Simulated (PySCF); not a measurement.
# Reading the logs of faulty runs: BCGeH6N

These are calculations, not measurements. They come from PySCF 2.14.0, an open-source quantum chemistry program, on an isolated molecule that a program drew, which may never have been made. The molecule is BCGeH6N (charge 0, singlet), drawn as the SMILES string `B[CH2][GeH]=[NH]`.

Each row is a Hartree-Fock (HF) and frozen-core CCSD(T) single point in the cc-pVDZ basis, meant for a local HF minimum. Run 1 is clean. Each other run has one planted mistake out of seven kinds, and not every kind appears here: one electron removed, one electron added, multiplicity raised by two, geometry at a saddle point, minimal basis STO-3G, one bond length entered in bohr, all coordinates scaled. The reference is restricted for singlets and unrestricted otherwise, and also for a bond in bohr. Adding or removing an electron swaps singlet and doublet. Electrons count all cores. HOMO and LUMO are orbital energies over both spins, the gradient is its largest component, and the lowest frequency (negative if imaginary) is given only where the gradient is small. Bond lengths are over the 9 bonds as drawn. T1 is the CCSD diagnostic: over 0.02 (restricted) or 0.045 (unrestricted) a single reference is doubtful. Germanium has the cc-pVDZ-PP basis, with a core potential (ECP10MDF) in place of its 10 inner electrons, and its 3s, 3p and 3d shells are frozen in CCSD(T).

Geometry of the clean run:
```xyz
10
BCGeH6N, angstrom
B    -3.3947    0.7186   -0.2975
C    -2.4550   -0.0524    0.6863
Ge   -0.9110   -0.7296   -0.3084
N    -0.8882   -2.3374   -0.8020
H    -3.1423    1.8522   -0.6090
H    -4.3462    0.1805   -0.7896
H    -2.9087   -0.9348    1.1382
H    -2.0279    0.6012    1.4528
H     0.1683    0.3341   -0.5382
H    -0.0381   -2.5924   -1.2850
```

```
run,electrons,basis functions,<S^2>,HOMO (eV),LUMO (eV),gradient (hartree/bohr),lowest frequency (cm^-1),mean bond (Å),longest bond (Å),T1,HF (hartree),CCSD(T) (hartree),mistake
1,56,95,0.000,-9.62,1.45,1.5e-05,36,1.3702,1.958,0.0182,-413.80030,-414.36000,no fault
2,57,95,0.821,0.17,7.01,3.5e-02,-,1.3702,1.958,0.0222,-413.76996,-414.34710,one electron added
3,56,95,1.286,-8.50,1.45,6.8e-02,-,1.4701,1.958,0.0681,-413.68894,-414.22487,one bond length entered in bohr
4,56,95,2.027,-6.36,0.36,1.5e-01,-,1.3702,1.958,0.0166,-413.73339,-414.24228,?
5,56,95,0.000,-9.73,1.53,1.8e-02,-,1.3483,1.926,0.0175,-413.79778,-414.35338,?
```

**Which mistake was planted in run 4, and what did it cost?**

Electrons, basis and geometry are unchanged, and <S^2> is 2.027, beside S(S+1) = 2.00 for a multiplicity of 3. So the mistake is: multiplicity raised by two. Subtracting run 1 and multiplying by 627.51 kcal/mol a hartree, the energy moved by 42.0 kcal/mol in HF and 73.9 kcal/mol in CCSD(T).

**Which mistake was planted in run 5, and what did it cost?**

The mean and the longest bond both change by the same factor, 0.984, and the gradient is no longer small. So the mistake is: all coordinates scaled. Subtracting run 1 and multiplying by 627.51 kcal/mol a hartree, the energy moved by 1.6 kcal/mol in HF and 4.2 kcal/mol in CCSD(T).

Cautions from the logs. Run 2: the HOMO is above zero, so the electron isn't bound and the energy depends on the basis; run 3: T1 is over the limit, so its CCSD(T) energy is less reliable.
